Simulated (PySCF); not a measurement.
BrClHMoNO, SMILES [NH]=[Mo](=[O])([Cl])[Br], multiplicity 1. Geometry optimised at PBE-D3(BJ)/def2-SVP. The spin state was assumed, not searched. The structure was generated by enumeration; whether it is a known compound was not checked. The def2 effective core potentials stand for the cores of Mo; spin–orbit coupling is left out.

All values below come from PBE-D3(BJ)/def2-SVP run with PySCF.

Harmonic wavenumbers (cm⁻¹): 92, 157, 195, 200, 275, 331, 410, 516, 626, 963, 1008, 3478. Rotational constants (GHz): 2.438, 0.9930, 0.8489; symmetry number 1.

Task: Work out the zero-point energy and the ideal-gas rigid-rotor harmonic-oscillator thermochemistry at 298.15 K and 1 atm.

Result: ZPE = ½ Σ hcν = ½ × 8251 cm⁻¹ = 11.80 kcal/mol. H − E(el) = 16.73 kcal/mol. Entropy in cal/(mol K): translation 42.36, rotation 29.44, vibration 15.48, total 87.28. G − E(el) = -9.29 kcal/mol. Cp = 23.25 cal/(mol K). Modes under 150 cm⁻¹ make the vibrational entropy uncertain.
